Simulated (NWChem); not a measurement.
Isomers of C4H5Cl, each optimised at PBE0/def2-SVP with NWChem, gas phase unless a solvent is named. Flexible species stand in one conformer each, which need not be the lowest.  Relative energies count from the lowest isomer at each level and are electronic, without zero-point energy, on those geometries.

A: C1CCC=1Cl
B: C=CC(Cl)=C
C: C(C)=C=CCl
D: C#CCCCl

```json
[
 {"quantity": "relative energy, M06-2X/def2-TZVP (kcal/mol)", "A": "7.9", "B": "0.0", "C": "…", "D": "15.1"},
 {"quantity": "dipole (D), PBE0/def2-SVP", "A": "1.51", "B": "1.36", "C": "…", "D": "1.93"},
 {"quantity": "SMD solvation free energy in water, PBE0/def2-SVP (kcal/mol)", "A": "0.1", "B": "0.8", "C": "0.1", "D": "-2.8"}
]
```

### Question
Fill in the missing entries.

### Answer

- relative energy, M06-2X/def2-TZVP (kcal/mol), C: 13.7
- dipole (D), PBE0/def2-SVP, C: 2.09
